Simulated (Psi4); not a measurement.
A dimer, N2 ··· BF3 (SMILES N#N and FB(F)F), singlet; the first 2 atoms form monomer A.

```
6

N      0.5455     0.0000     0.0000
N     -0.5455     0.0000     0.0000
F     -2.9110     1.3472    -1.6173
B     -1.8568     1.9739    -1.1409
F     -1.8966     2.5100     0.0601
F     -0.7612     2.0608    -1.8641
```

Task: What interaction energy does Psi4 with SAPT0/jun-cc-pVDZ, frozen core give, and which attractive term is the largest?

Result: Total 1.22 kcal/mol: electrostatics -2.05, exchange 6.46, induction -1.21, dispersion -1.98. The most attractive term is electrostatics.
